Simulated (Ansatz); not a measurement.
`NC1NCB1F`, charge 0, multiplicity 1.

**Question.** Give a relaxed structure at PBE0-D4/def2-TZVP (Ansatz 0.2.0). (Estimate.)

**Answer.** Computed: 
Z-matrix (Å, degrees):
```
C
N 1 1.498
N 1 1.428 2 119.3
B 1 1.584 2 84.4 3 -125.4
H 1 1.103 2 111.3 3 126.5
C 2 1.484 1 96.9 3 139.7
H 2 1.013 1 115.0 3 -98.9
H 3 1.012 1 111.8 2 70.0
H 3 1.012 1 111.0 2 -50.1
F 4 1.311 1 134.9 2 163.0
H 6 1.094 2 114.2 1 -135.4
H 6 1.099 2 115.2 1 98.9
```
This is one stationary point; other conformers may exist.
